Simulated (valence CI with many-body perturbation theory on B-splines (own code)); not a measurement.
# Energy levels of Eu LVIII

Calculated by configuration interaction combined with many-body perturbation theory (CI+MBPT): four valence electrons over a frozen Dirac-Fock core [He], a basis of 11 s, 11 p, 10 d, 8 f, 5 g, 2 h functions for each j, with the one-electron correlation potential Σ1, the two-electron term Σ2, the three-electron term Σ3, Breit, model QED; selected CI, second order for the rest, scaled by the run's own slope (own B-spline code, finite nucleus).

No measured spectrum was set against this ion. As an estimate, large intervals hold to a few tenths of a per cent, small ones and those within an open d or f shell to about a per cent. Among the levels kept, up to 910 cm⁻¹ of a level comes from second order outside the variational space, and about a tenth of that is noise between levels of different J, which matters for small intervals.

Levels 46 to 90 of 207, with energies above the lowest level, (2s^2 2p1/2^2) J=0. "Leading %" is the weight of the configuration and term that name the level; weights of strongly mixed levels are sums over their largest components and can fall short, so below about 35 % the name and the second component can differ from the true leading terms, or belong to a minority configuration. In the jj column 3d3/2^4 stands for four electrons in 3d with j = 3/2. Lifetimes count E1, E2, E3, M1 and M2 decay at the calculated energies, and are blank where another channel may lead or the interval is too uncertain; long ones can be off by a factor of two.

| No. | Configuration | Term | J | E (eV) | Leading % | g | Lifetime | Leading jj |
| --- | --- | --- | --- | --- | --- | --- | --- | --- |
| 46 | 2s2p²3s | ³P | 1 | 8037.6 | 67 | 1.559 | 7.08 fs | 2s 2p1/2 2p3/2 3s (98 %) |
| 47 | 2s2p²3s | ³D | 3 | 8048.3 | 59 | 1.435 | 13.2 fs | 2s 2p1/2 2p3/2 3s (97 %) |
| 48 | 2s2p²3s | ³P | 2 | 8070.1 | 39 | 1.228 | 7.26 fs | 2s 2p1/2 2p3/2 3s (98 %) |
| 49 | 2s2p²3p | ⁵P° | 1 | 8086.8 | 39 | 1.877 | 11.3 fs | 2s 2p1/2 2p3/2 3p1/2 (100 %) |
| 50 | 2s2p²3p | ⁵D° | 2 | 8096.6 | 47 | 1.349 | 5.78 fs | 2s 2p1/2 2p3/2 3p1/2 (99 %) |
| 51 | 2s2p²3s | ¹P | 1 | 8112.5 | 39 | 1.024 | 8.10 fs | 2s 2p1/2 2p3/2 3s (84 %) |
| 52 | 2s2p²3s | ³P | 0 | 8113.4 | 95 |  | 6.56 fs | 2s 2p1/2 2p3/2 3s (95 %) |
| 53 | 2s2p²3s | ³P | 1 | 8119.8 | 66 | 1.318 | 14.3 fs | 2s 2p1/2 2p3/2 3s (98 %) |
| 54 | 2s2p²3s | ¹D | 2 | 8121.8 | 40 | 1.201 | 13.7 fs | 2s 2p1/2 2p3/2 3s (96 %) |
| 55 | 2s2p²3p | ³D° | 3 | 8124.7 | 33 | 1.221 | 3.73 fs | 2s 2p1/2 2p3/2 3p1/2 (99 %) |
| 56 | 2s²2p3p | ³D | 3 | 8141.6 | 96 | 1.319 | 139 fs | 2s^2 2p3/2 3p3/2 (96 %) |
| 57 | 2s²2p3p | ¹P | 1 | 8144.8 | 46 | 1.318 | 28.9 fs | 2s^2 2p3/2 3p3/2 (83 %) |
| 58 | 2s2p²3p | ³P° | 2 | 8154.3 | 42 | 1.482 | 6.55 fs | 2s 2p1/2 2p3/2 3p1/2 (99 %) |
| 59 | 2s²2p3p | ³P | 2 | 8167.9 | 60 | 1.303 | 85.6 fs | 2s^2 2p3/2 3p3/2 (93 %) |
| 60 | 2s2p²3p | ³P° | 0 | 8181.1 | 49 |  | 3.16 fs | 2s 2p1/2 2p3/2 3p1/2 (96 %) |
| 61 | 2s2p²3p | ³D° | 1 | 8182.1 | 58 | 0.884 | 3.27 fs | 2s 2p1/2 2p3/2 3p1/2 (96 %) |
| 62 | 2s2p²3p | ³F° | 2 | 8184.3 | 44 | 0.908 | 4.07 fs | 2s 2p1/2 2p3/2 3p1/2 (96 %) |
| 63 | 2s²2p3p | ¹S | 0 | 8189.9 | 64 |  | 84.6 fs | 2s^2 2p3/2 3p3/2 (95 %) |
| 64 | 2s²2p3d | ³D° | 2 | 8217.0 | 46 | 1.013 | 1.56 fs | 2s^2 2p3/2 3d3/2 (93 %) |
| 65 | 2s2p²3p | ³D° | 1 | 8223.0 | 30 | 1.117 | 6.57 fs | 2s 2p1/2 2p3/2 3p1/2 (99 %) |
| 66 | 2s²2p3d | ³F° | 3 | 8223.6 | 52 | 1.085 | 1.48 fs | 2s^2 2p3/2 3d3/2 (95 %) |
| 67 | 2s²2p3d | ³P° | 1 | 8227.4 | 56 | 1.084 | 1.22 fs | 2s^2 2p3/2 3d3/2 (95 %) |
| 68 | 2s²2p3d | ³P° | 0 | 8229.9 | 96 |  | 1.61 fs | 2s^2 2p3/2 3d3/2 (96 %) |
| 69 | 2s²2p3d | ³F° | 4 | 8260.4 | 97 | 1.235 | 12.4 ps | 2s^2 2p3/2 3d5/2 (97 %) |
| 70 | 2s²2p3d | ³P° | 2 | 8271.6 | 46 | 1.239 | 1.64 fs | 2s^2 2p3/2 3d5/2 (96 %) |
| 71 | 2s²2p3d | ³D° | 3 | 8285.4 | 48 | 1.241 | 908 as | 2s^2 2p3/2 3d5/2 (77 %) |
| 72 | 2s2p²3p | ⁵D° | 3 | 8291.6 | 40 | 1.443 | 3.88 fs | 2s 2p1/2 2p3/2 3p3/2 (81 %) |
| 73 | 2s²2p3d | ¹P° | 1 | 8295.1 | 40 | 1.279 | 1.54 fs | 2s^2 2p3/2 3d5/2 (64 %) |
| 74 | 2s²2p3d | ¹P° | 1 | 8299.1 | 22 | 1.405 | 2.38 fs | 2s 2p1/2 2p3/2 3p3/2 (63 %) |
| 75 | 2s2p²3p | ³D° | 2 | 8309.8 | 38 | 1.473 | 5.55 fs | 2s 2p1/2 2p3/2 3p3/2 (89 %) |
| 76 | 2s2p²3p | ³P° | 0 | 8324.1 | 81 |  | 3.30 fs | 2s 2p1/2 2p3/2 3p3/2 (99 %) |
| 77 | 2s2p²3p | ³P° | 2 | 8325.2 | 25 | 1.347 | 6.15 fs | 2s 2p1/2 2p3/2 3p3/2 (66 %) |
| 78 | 2s2p²3p | ³F° | 4 | 8327.3 | 60 | 1.326 | 794 fs | 2s 2p1/2 2p3/2 3p3/2 (98 %) |
| 79 | 2s2p²3p | ¹P° | 1 | 8331.5 | 21 | 1.089 | 4.22 fs | 2s 2p1/2 2p3/2 3p3/2 (57 %) |
| 80 | 2s2p²3p | ³D° | 3 | 8349.2 | 52 | 1.283 | 5.63 fs | 2s 2p1/2 2p3/2 3p3/2 (99 %) |
| 81 | 2p³3s | ³P° | 2 | 8353.2 | 22 | 1.471 | 17.9 fs | 2s 2p1/2 2p3/2 3p3/2 (53 %) |
| 82 | 2s2p²3d | ⁵F | 2 | 8358.9 | 45 | 1.163 | 3.53 fs | 2s 2p1/2 2p3/2 3d3/2 (99 %) |
| 83 | 2s2p²3d | ⁵D | 1 | 8360.9 | 49 | 1.184 | 4.44 fs | 2s 2p1/2 2p3/2 3d3/2 (99 %) |
| 84 | 2s2p²3d | ⁵D | 0 | 8361.9 | 84 |  | 18.4 fs | 2s 2p1/2 2p3/2 3d3/2 (100 %) |
| 85 | 2s2p²3d | ⁵F | 3 | 8367.9 | 53 | 1.181 | 4.15 fs | 2s 2p1/2 2p3/2 3d3/2 (96 %) |
| 86 | 2s2p²3p | ¹P° | 1 | 8368.6 | 15 | 1.231 | 5.37 fs | 2s 2p1/2 2p3/2 3p3/2 (52 %) |
| 87 | 2s2p²3p | ³D° | 3 | 8394.5 | 44 | 1.166 | 8.24 fs | 2s 2p1/2 2p3/2 3p3/2 (99 %) |
| 88 | 2s2p²3p | ³D° | 2 | 8395.8 | 34 | 1.350 | 6.44 fs | 2s 2p1/2 2p3/2 3p3/2 (90 %) |
| 89 | 2s2p²3d | ⁵F | 4 | 8396.0 | 36 | 1.169 | 741 fs | 2s 2p1/2 2p3/2 3d3/2 (86 %) |
| 90 | 2p³3p | ³P | 1 | 8400.3 | 13 | 1.581 | 916 as | 2p1/2^2 2p3/2 3p1/2 (56 %) |
